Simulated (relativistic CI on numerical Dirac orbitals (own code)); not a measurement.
## Sensitivity of the levels of W XLVII to α and to the nuclear radius

These numbers are calculated, not measured: Dirac-Coulomb-Breit CI, orbitals from a KLI potential per configuration, derivatives by finite differences, unscaled Slater integrals, QED left out (own radial code, finite nucleus).

Configuration list (outside the closed core [Ne] 3s2): 3p6 3d10, 3p6 3d9 4s, 3p6 3d9 4p, 3p6 3d9 4d, 3p5 3d10 4s, 3p6 3d9 4f, 3p5 3d10 4p, 3p6 3d8 4s2. Levels of other configurations are missing.

With x = (α/α₀)² − 1 an excitation energy changes as ω = ω₀ + qx; K = 2q/ω₀ is the relative enhancement. Terms are leading LS components, so labels can repeat. The field-shift factor is F = δν/δ⟨r²⟩ for the transition from the lowest level.

Lowest level 3p6 3d10 1S_0.

```tsv
Level	ω₀ (cm⁻¹)	q (cm⁻¹)	K	F (GHz/fm²)
3p6 3d9 4s 3D_3	12585341	-1.597e+06	-0.254	2460
3p6 3d9 4s 1D_2	12600647	-1.595e+06	-0.253	2450
3p6 3d9 4s 3D_1	13120531	-1.056e+06	-0.161	2470
3p6 3d9 4s 3D_2	13130375	-1.056e+06	-0.161	2470
3p6 3d9 4p 3P°_2	13375528	-1.461e+06	-0.218	285
3p6 3d9 4p 3F°_3	13386033	-1.463e+06	-0.219	282
3p6 3d9 4p 3F°_2	13911720	-923000	-0.133	296
3p6 3d9 4p 3D°_1	13938473	-916200	-0.131	296
3p6 3d9 4p 3F°_4	14205909	-451000	-0.0635	143
3p6 3d9 4p 1D°_2	14220399	-452900	-0.0637	148
3p6 3d9 4p 1P°_1	14229404	-450500	-0.0633	150
3p6 3d9 4p 3D°_3	14246430	-448900	-0.063	143
3p6 3d9 4p 3P°_0	14712991	93840	0.0128	160
3p6 3d9 4p 3P°_1	14749601	89130	0.0121	160
3p6 3d9 4p 3F°_3	14752426	89970	0.0122	157
3p6 3d9 4p 3D°_2	14773501	90300	0.0122	159
3p6 3d9 4d 3S_1	15364013	-392600	-0.0511	155
3p6 3d9 4d 3G_4	15404421	-397800	-0.0516	153
3p6 3d9 4d 3D_2	15415231	-395300	-0.0513	154
3p6 3d9 4d 3F_3	15434393	-394600	-0.0511	153
3p6 3d9 4d 1P_1	15556930	-216200	-0.0278	158
3p6 3d9 4d 3G_5	15570562	-214700	-0.0276	158
3p6 3d9 4d 3D_3	15602139	-212100	-0.0272	158
```

At this charge energies of transitions that change n are usually good to better than 1 %, and those within a shell (Δn = 0) to a few per cent.
